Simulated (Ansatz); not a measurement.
Consider the cleavage of the Si–B bond: `OCB(F)[SiH2]Cl` + H–F → `F[SiH2]Cl` + `OCBF`.

Isolated molecules relaxed with PBE0-D4/def2-TZVP in Ansatz; ΔE leaves out vibrations. CCSD(T)/CBS is the MP2 limit (def2-TZVPP, def2-QZVPP) plus CCSD(T) − MP2 in def2-TZVPP, frozen cores. This one scheme is used for every species. Functionals use def2-TZVPP. B3LYP here is the variant with VWN-RPA as its local correlation; programs differ in this. One conformer a species, not always the lowest.

`OCB(F)[SiH2]Cl`:

```xyz
11

O     1.204    1.412   -0.323
C    -0.208    1.449   -0.238
B    -0.923    0.059   -0.157
F    -2.248    0.031   -0.210
Si    0.113   -1.689    0.069
Cl    1.447   -1.343    1.630
H     1.548    0.937    0.439
H    -0.559    2.089    0.591
H    -0.565    1.957   -1.144
H     0.912   -2.053   -1.128
H    -0.723   -2.847    0.470
```

H–F:

```xyz
2

F     0.062   -0.107   -0.443
H    -0.062    0.107    0.443
```

`F[SiH2]Cl`:

Z-matrix (Å, degrees):
```
Si
F 1 1.589
Cl 1 2.036 2 108.8
H 1 1.475 2 108.3 3 -118.2
H 1 1.475 2 108.3 3 118.2
```

`OCBF`:

```xyz
8

O     0.362    0.394   -1.479
C     0.591   -0.165   -0.204
B    -0.571   -0.075    0.826
F    -1.701    0.520    0.461
H    -0.521    0.772   -1.492
H     1.480    0.297    0.256
H     0.866   -1.228   -0.306
H    -0.505   -0.514    1.938
```

Question: Is it downhill or uphill in electronic energy at CCSD(T)/CBS, and by how much? (Best estimate.)

Answer: Computed: Downhill: ΔE = -39.2 kcal/mol.

Question: What do these levels give: PBE0-D4, B2PLYP, PBE0, B3LYP, HF/def2-TZVPP, MP2/CBS(def2)? (Best estimate.)

Answer: Ansatz gave: PBE0-D4 -35.9, B2PLYP -42.0, PBE0 -37.6, B3LYP -42.1, HF/def2-TZVPP -47.2, MP2/CBS(def2) -40.6 kcal/mol.

Largest T1 diagnostic among the species: 0.012.

In def2-TZVPP, CCSD(T) changes the Hartree–Fock value by +8.1 kcal/mol (the triples alone add +1.1 kcal/mol) and MP2 by +6.7 kcal/mol. From PBE to PBE0 (25 % exact exchange), in def2-TZVPP and without D4, ΔE moves by −1.3 kcal/mol. The D4 term adds +2.9 kcal/mol with B3LYP and +1.7 kcal/mol with PBE0; it sums over pairs of atoms, weighted by their polarisabilities, and B3LYP, whose exchange is more repulsive, gets the larger term.
